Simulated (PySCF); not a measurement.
# Basis set benchmark on one molecule

Molecule: SMILES C[Si](C)(O)O, C₂H₈O₂Si.

Geometry (Å), atoms numbered from 1 in this order:
```xyz
13

C    -1.487    0.593    0.112
Si    0.099   -0.375   -0.122
C     1.596    0.715    0.027
O     0.133   -1.626    0.989
O     0.184   -1.064   -1.635
H    -1.531    1.075    1.102
H    -2.376   -0.050    0.007
H    -1.564    1.388   -0.647
H     1.623    1.455   -0.788
H     2.514    0.112   -0.031
H     1.602    1.259    0.985
H    -0.517   -1.584    1.694
H    -0.284   -1.899   -1.730
```

Geometry PBE0-D3(BJ)/def2-SVP throughout; GIAO in PySCF 2.14.0 with density-fitted response routines, gas phase, one conformer, non-relativistic; equivalent atoms averaged; functional PBE0.

Reference values (measured; solution, alcohol/water; C. Corminboeuf, T. Heine, J. Weber, Chem. Phys. Lett. 357 (2002) 1): δ(Si2) = -4.0 ppm vs TMS. Computed shifts are taken against TMS, calculated as an isolated molecule at each level.

Q: How do the basis sets STO-3G, 6-31G, pcSseg-0, 6-31G*, def2-SVP, cc-pVDZ, pcSseg-1, 6-311+G(2d,p), aug-cc-pVDZ, def2-TZVP, IGLO-III, cc-pVTZ, pcSseg-2 perform against the reference? Times are CPU seconds on shared hosts with different chips, so compare them loosely.

A: 
```
    basis set  functions   Si2  abs. error Si  core-s
       STO-3G         37  15.6           19.6     2.6
        6-31G         65  30.0           34.0     4.9
     pcSseg-0         65  19.8           23.8     3.8
       6-31G*         90   8.8           12.8     6.8
     def2-SVP        114  -3.7            0.3     8.1
      cc-pVDZ        114   2.1            6.1     7.9
     pcSseg-1        132   8.1           12.1      14
6-311+G(2d,p)        191   8.9           12.9      18
  aug-cc-pVDZ        191  16.6           20.6      16
    def2-TZVP        209   5.9            9.9      20
     IGLO-III        264   4.6            8.6      24
      cc-pVTZ        266  10.7           14.7      25
     pcSseg-2        299   6.4           10.4      25
```

For ²⁹Si the closest is def2-SVP (0.3 ppm) and the furthest 6-31G (34.0 ppm). Where a smaller basis beats a larger one, errors probably cancel; the largest sets show where the functional converges. One molecule is a small sample, and vibrational and solvent effects are absent from the calculation.

A small basis that lands close on one nucleus may do so by chance; judge by the trend and by all nuclei.
